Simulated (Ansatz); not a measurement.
Calculated with Ansatz (gas phase, PBE0-D4/def2-TZVP geometries, no zero-point term in ΔE). CCSD(T)/CBS adds triple-zeta CCSD(T) − MP2 to the extrapolated MP2 energy (def2 sets, frozen cores). Functionals use def2-TZVPP. B3LYP here is the variant with VWN-RPA as its local correlation; programs differ in this. Each species was taken in one conformer, which may not be the lowest.

`CC(Cl)OBF` + `O[SiH3]` → `FBO[SiH3]` + `CC(O)Cl`  (ligand exchange at a B–O bond)

```
             level  ΔE (kJ/mol)  difference from CCSD(T)/CBS
          B3LYP-D4        -11.7                         -2.6
          BHLYP-D4        -11.9                         -2.8
           ωB97M-V        -10.4                         -1.3
            B2PLYP        -11.7                         -2.6
               PBE        -14.2                         -5.1
              BLYP        -14.8                         -5.7
           r2SCANh        -13.2                         -4.1
       HF/def2-SVP        -18.0                         -8.9
CCSD(T)/def2-TZVPP         -9.2                         -0.1
    MP2/def2-QZVPP         -8.4                          0.7
       CCSD(T)/CBS         -9.1                            0
```

Largest T1 diagnostic among the species: 0.013.

In def2-TZVPP, CCSD(T) changes the Hartree–Fock value by +6.1 kJ/mol (the triples alone add +0.7 kJ/mol) and MP2 by +7.0 kJ/mol. Leaving LDA and LC-ωPBE aside and taking each functional with its dispersion term where it has one, the values, not all of them listed here, spread over 2.3 kJ/mol, from r2SCAN-D4 to ωB97X-V.

CCSD(T)/CBS has its own doubt, a few kJ/mol and more with outer-core shells, so smaller differences from it don't rank the levels.
